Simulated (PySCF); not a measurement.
H3Si, SMILES [SiH3-], charge -1. Coordinates come from a PBE0-D3(BJ)/def2-TZVPD optimisation.

The numbers are results of PBE0-D3(BJ)/def2-TZVPD (PySCF 2.14.0), not measurements.

Harmonic wavenumbers (cm⁻¹): 869, 949, 949, 1898, 1898, 1911. Rotational constants (GHz): 113.7, 113.7, 98.11; symmetry number 3.

Problem. Work out the zero-point energy and the ideal-gas rigid-rotor harmonic-oscillator thermochemistry at 298.15 K and 1 atm.

Solution. ZPE = ½ Σ hcν = ½ × 8475 cm⁻¹ = 12.12 kcal/mol. H − E(el) = 14.58 kcal/mol. Entropy in cal/(mol K): translation 36.24, rotation 14.01, vibration 0.39, total 50.64. G − E(el) = -0.52 kcal/mol. Cp = 9.42 cal/(mol K).
